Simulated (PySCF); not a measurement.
**Cd3: fields on a plane**

Method: PySCF, PBE0, basis Cd def2-TZVP with ECP28 (scalar-relativistic core potentials, no spin–orbit coupling, density fitting).

The singlet minimum has Cd–Cd 3.385 Å (×3); Cd–Cd–Cd 60.0° (×3).

The plane holds Cd1 at (0.00, 0.00), Cd2 at (3.38, 0.00), Cd3 at (1.69, 2.93) Å. Columns run from x = -1.95 to 5.55 Å, rows from y = 5.25 (top) to -1.95 Å, in steps of 0.3 Å. Other isomers or separated fragments may lie lower. Core electrons replaced by a potential are absent, the electrostatic potential uses the reduced nuclear charge, and values within about 0.7 Å of such atoms have no physical meaning.

Problem. Give the electrostatic potential (V) (cut at 20 V). Lower edges of the bins (V): '0' -0.02, '1' 0.10, '2' 0.29, '3' 0.59, '4' 1.06, '5' 1.80, '6' 2.99, '7' 4.86, '8' 7.83, '9' 12.54; top 20.0.

Solution. 
```
00000000001111100000000000
00000000112222211000000000
00000001223344332100000000
00000012345565543210000000
00000113456787764321000000
00000124578999976421000000
00000134689999987532100000
00000135799999997532100000
00001235799999997532100000
00001134689999997532100000
00001234679999986432110000
00112234567898865433211000
01223444556676655444332100
12345566655555556666543210
12456788765544567888754321
23568999986545689999875421
24579999997655799999986431
24689999998656799999996531
24689999998656799999996531
24579999997655799999986431
23568999986544689999875421
12456788765434567888754321
12345566554323345666543210
01223444432211234444332100
00112222221101122222211000
```

Problem. Give the electron localisation function (set to 0 where the density is under 0.005 e/Å³). Lower edges of the bins: '_' 0.000, '.' 0.080, ':' 0.160, '-' 0.240, '=' 0.320, '+' 0.400, '*' 0.479, '#' 0.559, '%' 0.639, '@' 0.719; top 0.80, each point printed twice.

Solution. 
```
____________________====++++==______________________
________________==++************++__________________
______________++******++++++******++________________
____________==****++==------==++****++______________
__________--++**++--------------==****==____________
__________==**++------==++==------++**==____________
__________==++==----++%%@@@@**----==++++::__________
________..--++==----##@@..%%%%==----++==..__________
__________::==------%%%%__==@@==----==--..__________
__________..--------**@@@@@@##--------::____________
__________..::----::--**##**==::::--::..____________
____..::::::::::::::::------::::::::::..::::::______
__--======----::::::::::::::::::::::::--======--____
--++++====----::::::::::::::::::::::------==++++==__
++**++----------::::::......::::::----------==**++--
**++==----==****==--::::..::::::--++**++------++**++
**++----==%%@@@@%%==::::..::::--##@@@@@@++----==**++
**++----**@@____@@**--::::::::==@@++__@@##----==****
**++----**@@____@@**--::::::::==@@++__@@##----==****
**++----==%%@@@@%%==::::::::::--##@@@@@@++----==****
****==----==****==----::::::----==++**++------++**++
****++==----------------::::----------------++****==
==****++==--------====::..::--==--------==++****++__
__++******++====++++==..__..--++++====++++****++____
____==++********++==::..____::==++**********++______
```
